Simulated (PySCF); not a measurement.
## A small calculation by hand: entropy of an ideal gas

Ge(NH2)(SH) (GeH3NS), SMILES [NH2][Ge][SH] (connectivity only; charge and spin as stated), neutral, multiplicity 1.

Geometry: ωB97X-D3(BJ)/def2-TZVP. The values are those of a single conformer.

ωB97X-D3(BJ)/def2-TZVP (PySCF 2.14.0) gives the harmonic wavenumbers 206, 276, 394, 401, 484, 700, 720, 797, 1583, 2764, 3600, 3708 cm⁻¹ and the rotational temperatures 0.5450, 0.1813, 0.1360 K. The molar mass is 121.72 g/mol, the symmetry number 1, the spin multiplicity 1.

**Question.** Work out the entropy at 298.15 K and 1 atm in the rigid-rotor, harmonic-oscillator model.

**Answer.** 
Translation (Sackur–Tetrode at 1 atm): S = R[1.5 ln M + 2.5 ln T − 1.16487] = 168.6 J/(mol K).
Rotation: q = (√π/σ) T^1.5/√(θA θB θC) = 78700, S = R[ln q + 3/2] = 106.2 J/(mol K).
Vibration: with u = 1.4388 ν/T, each mode gives R[u/(e^u − 1) − ln(1 − e^−u)]:
| ν (cm⁻¹) | modes | u | S (J/(mol K)) |
|---|---|---|---|
| 206 | 1 | 0.99 | 8.70 |
| 276 | 1 | 1.33 | 6.52 |
| 394 | 1 | 1.90 | 4.12 |
| 401 | 1 | 1.94 | 4.01 |
| 484 | 1 | 2.34 | 2.93 |
| 700 | 1 | 3.38 | 1.28 |
| 720 | 1 | 3.47 | 1.19 |
| 797 | 1 | 3.85 | 0.88 |
| 1583 | 1 | 7.64 | 0.03 |
The stiffer modes add less than 0.005 each. Sum 29.7 J/(mol K).
Spin: R ln 1 = 0.0 J/(mol K).
Total 304.5 J/(mol K); the program's own thermochemistry gives 304.5. Translation makes up 55 % and vibration 10 %. Anharmonicity, hindered rotation and orbital degeneracy are left out.
